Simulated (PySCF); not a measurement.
A calculated (UHF, PySCF 2.14, def2-SVP, the non-relativistic Hamiltonian (point nucleus)) atom or ion has these occupied shells.

```tsv
shell	electrons	orbital energy (eV)	rms radius, mean of both spins (bohr)
1s α	1	-3241.1	0.0999
1s β	1	-3240.7	0.0999
2s α	1	-349.75	0.449
2s β	1	-349.37	0.449
2p α	3	-275.22	0.417
2p β	3	-274.54	0.417
3s α	1	-48.652	1.49
3s β	1	-44.889	1.49
3p α	3	-29.252	1.71
3p β	2	-27.718	1.71
```

Name the element and its charge.

Ar⁺ (argon, charge +1), in [Ne] 3s2 3p5, 2P determinant.
